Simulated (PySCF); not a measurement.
**Working out the ionisation energy of Cr²⁺**

Cr²⁺ [Ar] 3d4 (5D) → Cr³⁺ [Ar] 3d3 (4F). Computed with PySCF 2.14 in aug-cc-pVTZ, with the non-relativistic Hamiltonian (point nucleus). Frozen: [Ar]. Energies in hartree (1 hartree = 27.21139 eV):

| part | Cr²⁺ (lower) | Cr³⁺ (upper) |
| --- | --- | --- |
| UHF | -1042.582843 | -1041.484766 |
| CCSD correlation | -0.045711 | -0.019722 |
| (T) | -0.000373 | -0.000047 |

Task: What does Hartree-Fock give?

Result: (-1041.484766) − (-1042.582843) = 1.098077 hartree = 29.880 eV.

Task: What do CCSD and CCSD(T) give?

Result: The CCSD correlation energies differ by 0.025989 hartree = 0.707 eV and the triples by 0.000326 hartree = 0.009 eV, so CCSD gives 30.587 eV and CCSD(T) 30.596 eV.

Reference: 30.959 ± 0.025 eV (measured; NIST Atomic Spectra Database, ionization energies), between the lowest levels; spin-orbit coupling is absent from the calculation.

The calculation is non-relativistic.

What remains against the reference includes basis incompleteness, the frozen core and higher excitations.
